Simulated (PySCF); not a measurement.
## How methods differ on the ionisation energy of Sc⁵⁺

Sc⁵⁺ [Ne] 3s2 3p4 (3P) → Sc⁶⁺ [Ne] 3s2 3p3 (4S), as a difference of total energies. Computed with PySCF 2.14 in an even-tempered Gaussian basis (21 s from 0.09 bohr⁻², ratio 2.5; 13 p from 0.12 bohr⁻², ratio 2.5; 5 d from 1.9 bohr⁻², ratio 2.7; 5 f from 2.9 bohr⁻², ratio 2.7), with the spin-free X2C one-electron Hamiltonian (Gaussian nucleus). Correlated levels: outer shells: 1s2 frozen; virtual orbitals above 40 to 60 times the deepest correlated orbital energy dropped. The calculations carry no spin-orbit coupling.

| method | ionisation energy (eV) |
| --- | --- |
| UHF | 109.32 |
| LDA | 111.03 |
| PBE | 110.91 |
| PBE0 | 110.89 |
| r2SCAN | 110.86 |
| r2SCANh | 110.84 |
| B3LYP | 111.06 |
| MP2 (outer shells) | 110.15 |
| SCS-MP2 (outer shells) | 110.22 |

How much does correlation contribute at MP2 (outer shells)?

110.15 − (109.32) = 0.83 eV, measured against UHF.

A first-order spin-orbit estimate (lowest level to lowest level, LS coupling) adds 0.184 eV.

For comparison: 110.68 ± 0.05 eV (semi-empirical (NIST evaluation); NIST Atomic Spectra Database, ionization energies).
